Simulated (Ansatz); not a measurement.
# Ligand exchange: Ge(CH3)F3 + C3H6F2 → GeF4 + C4H9F

Species: Ge(CH3)F3, singlet; C3H6F2 `CC(F)CF`, singlet; GeF4 (tetrafluorogermane) `[F][Ge]([F])([F])[F]`, singlet; C4H9F `CC(C)CF`, singlet. The partners trade CH3 for F: Ge–CH3 and C–F bonds give way to Ge–F and C–CH3.

Shapes, held fixed at every level: PBE0-D4/def2-TZVP. Flexible molecules stand in one conformer, not always the lowest. Programs: Ansatz 0.2.0. The zero-point and thermal change to 298 K, harmonic and unscaled (PBE0-D4/def2-TZVP), is +2.9 kJ/mol.

```json
{"level": "PBE-D4/def2-TZVPP", "kind": "GGA", "ΔH(298 K) (kJ/mol)": "-48.6", "less CCSD(T)/def2-TZVPP": "+18.7", "CPU time (sum over the molecules)": "23 s"}
{"level": "PBE0-D4/def2-TZVPP", "kind": "global hybrid", "ΔH(298 K) (kJ/mol)": "-52.7", "less CCSD(T)/def2-TZVPP": "+14.6", "CPU time (sum over the molecules)": "25 s"}
{"level": "wB97X-V/def2-TZVPP", "kind": "range-separated hybrid", "ΔH(298 K) (kJ/mol)": "-55.8", "less CCSD(T)/def2-TZVPP": "+11.5", "CPU time (sum over the molecules)": "61 s"}
{"level": "MP2/def2-SVP", "kind": "perturbation theory", "ΔH(298 K) (kJ/mol)": "-86.3", "less CCSD(T)/def2-TZVPP": "-19.0", "CPU time (sum over the molecules)": "–"}
{"level": "MP2/def2-TZVPP", "kind": "perturbation theory", "ΔH(298 K) (kJ/mol)": "-75.9", "less CCSD(T)/def2-TZVPP": "-8.6", "CPU time (sum over the molecules)": "–"}
{"level": "CCSD(T)/def2-SVP", "kind": "coupled cluster or CI", "ΔH(298 K) (kJ/mol)": "-76.3", "less CCSD(T)/def2-TZVPP": "-9.0", "CPU time (sum over the molecules)": "52 s"}
{"level": "CCSD(T)/def2-TZVPP", "kind": "coupled cluster or CI", "ΔH(298 K) (kJ/mol)": "-67.3", "less CCSD(T)/def2-TZVPP": "0.0", "CPU time (sum over the molecules)": "19 min"}
```

The highest level, CCSD(T)/def2-TZVPP, gives ΔH(298 K) = -67.3 kJ/mol; the levels span -86.3 to -48.6. The column of differences is taken from that level and isn't an error. No measured value is set beside it here. Relativity is left out for Ge unless named. Correlated rows may include outer-core shells of Ge, which these sets cover unevenly. Times are processor times on shared x86 and Arm servers, and rough.
